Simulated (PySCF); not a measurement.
# Computed properties of Ge(H)2(F)(OMe) (CH₅FGeO), SMILES [O]([GeH2][F])C

Ge(H)2(F)(OMe) (CH5FGeO), SMILES C[O][GeH2][F]. Geometry optimised at PBE0-D3(BJ)/def2-SVP. Other conformers were not sampled. All values are computed for the isolated molecule unless a solvent is named; none is compared with measurement here.

**Structure.** All 21 harmonic modes at PBE0-D3(BJ)/def2-SVP (PySCF) are real, so it is a minimum. With heavy atoms numbered as in [GeH2:1]([F:2])[O:3][CH3:4], the shortest bond between them is O3–C4 at 1.404 Å and the longest Ge1–O3 at 1.760 Å.

**Vibrations.** The strongest infrared lines (harmonic, unscaled, degenerate partners summed) lie at 1156 cm⁻¹ (167 km/mol, O 44 %, C 37 %, H 19 %), 822 cm⁻¹ (141 km/mol, H 95 %), 2233 cm⁻¹ (90 km/mol, H 99 %). The softest mode is at 76 cm⁻¹ and the zero-point energy is 38.0 kcal/mol.

**Electronic structure.** PBE0/def2-TZVP (PySCF) places the frontier levels at -8.34 and 0.42 eV, a gap of 8.76 eV, and gives a dipole moment of 1.83 D and a mean polarisability of 44.0 bohr³. PBE/def2-TZVP (PySCF) at the same geometry gives -6.75 and -0.49 eV, so its gap is 2.50 eV narrower. An orbital gap is neither the optical nor the fundamental gap.

**Excitations.** TDA-ωB97X/def2-SVPD (PySCF) has S1 at 7.76 eV (160 nm, f = 0.005, weak); the most intense of the 10 singlets computed lies at 9.37 eV (f = 0.10). T1 (TDA) is at 7.32 eV, 0.44 eV under S1. TDA-PBE/def2-SVPD (PySCF) puts S1 at 6.29 eV. No vertical singlet excitation falls in the visible range (under 3.1 eV).

**NMR.** GIAO shifts at HF/pcSseg-1 (PySCF) (non-relativistic, atoms alike by connectivity averaged): ¹³C at 52.2 ppm against TMS; ¹H from 3.9 to 5.1 ppm against TMS; ¹⁹F at -174.6 ppm against CFCl3.
